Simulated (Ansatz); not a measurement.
Coupled-cluster diagnostics for the cluster Zr2Si2, Ansatz.

Geometry of the singlet (B3LYP-D4/def2-SVP):

```xyz
4

Zr    1.257   -0.547   -0.425
Zr    0.157   -1.118    1.798
Si   -1.055    0.490    0.301
Si   -0.360    1.175   -1.675
```

In the def2 sets Zr takes a core potential; there is no spin–orbit coupling. Correlated methods freeze 10 core orbitals; core or outer-core shells of Zr are correlated, in sets that lack core-valence functions. Another isomer (quintet) lies 1.00 eV lower at PBE0-D4/def2-TZVP; other spin states weren't run for this one.

Problem. Estimate the CCSD(T) correlation energy, the shares of MP2 and (T), T1 and the reference's ⟨S²⟩ for: charge 0, singlet, own geometry in def2-TZVPP; and the rough time on 2 threads of Arm Neoverse V1 on a shared host.

Solution. 
```tsv
state	basis	correlation (eV)	MP2 share (%)	(T) share (%)	T1	⟨S²⟩ (pure)	wall time	remarks
charge 0, singlet, own geometry	def2-TZVPP	-27.976	98.3	8.4	0.055	0.00 (0.00)	3.9 min	large T1, restricted SCF unstable
```
Customary marks for T1 are 0.02 (closed shells), 0.045 (open shells) and about 0.05 (3d metals). T1 exceeds 0.02 in 1 of 1 rows and 0.045 in 1; the higher it lies, the less the single-reference result can be trusted.
